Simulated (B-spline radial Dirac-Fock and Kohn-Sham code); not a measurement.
## Pr⁴⁺: eigenvalues, ΔSCF and the reference

System: the Pr⁴⁺ ion in the configuration [Xe] 4f1.

The density-functional columns are spherical, spin-unpolarised Dirac-Kohn-Sham results without Breit or QED terms: −ε is minus the orbital energy of the initial state and ΔSCF the difference of two total energies. The reference in the last column comes from ΔSCF Dirac-Fock with Breit, self-energy and vacuum polarisation, finite nucleus, configuration average. All numbers are from a radial finite-basis atomic code, in eV; a selection of levels is shown. For the 1s level of heavy atoms much of the gap between ΔSCF and the reference is the Breit and QED part, -165.0 eV here; for other levels the error of the functional can be larger.

```
level   LDA −ε  LDA ΔSCF   PBE −ε  PBE ΔSCF  Dirac-Fock
    K  41782.3   42198.2  41824.4   42241.5     42045.8
   L1   6763.6    6841.7   6769.1    6846.9      6900.1
   L2   6398.1    6495.4   6400.3    6497.5      6500.0
   L3   5916.6    6005.9   5918.1    6007.4      6023.8
   M1   1501.1    1528.6   1502.7    1530.0      1571.1
   M2   1345.3    1373.9   1345.8    1374.4      1401.5
   M3   1250.0    1277.3   1250.3    1277.6      1305.3
   M4    976.8    1007.7    976.5    1007.4      1012.5
   M5    956.2     986.6    955.9     986.3       992.4
   N1    339.2     352.5    339.8     353.2       372.3
   N2    280.7     293.8    280.9     294.0       306.7
   N3    259.7     272.4    260.0     272.7       285.7
   N4    163.1     175.3    163.0     175.2       175.6
   N5    159.4     171.4    159.3     171.3       171.9
 N6,7    48.90     59.23    48.52     58.84       56.31
   O1    81.14     88.51    80.89     88.24       91.02
   O2    63.98     70.85    63.74     70.59       69.39
   O3    60.42     67.06    60.25     66.87       65.82
```

Question: Order the estimates of the K (1s) level by their distance from the Dirac-Fock value, nearest first.
A. PBE −ε
B. PBE ΔSCF
C. LDA ΔSCF
D. LDA −ε

Answer: C (152.4 eV), B (195.7 eV), A (221.4 eV), D (263.5 eV).

Values without a named source are computed, but for edge energies of neutral atoms, which are taken from tables.
